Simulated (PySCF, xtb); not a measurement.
Hf(OH)4 (H4HfO4), SMILES [OH][Hf]([OH])([OH])[OH], multiplicity 1. One conformer was computed; it need not be the lowest.

Harmonic wavenumbers (cm⁻¹) from GFN2-xTB run with xtb at its own minimum, in rising order: 71, 94, 108, 108, 151, 219, 245, 247, 309, 419, 457, 471, 471, 565, 571, 573, 573, 3547, 3548, 3550, 3554.

What does B3LYP-D3(BJ)/def2-SVP (PySCF 2.14.0) give at its own minimum? (The exact figures need the calculation; the answer reports its results.)

163, 163, 163, 163, 163, 163, 176, 176, 249, 249, 273, 273, 273, 682, 682, 682, 715, 4003, 4003, 4003, 4009. Paired by order, the mean absolute difference is 171 cm⁻¹ and the zero-point energies are 28.4 and 30.6 kcal/mol.
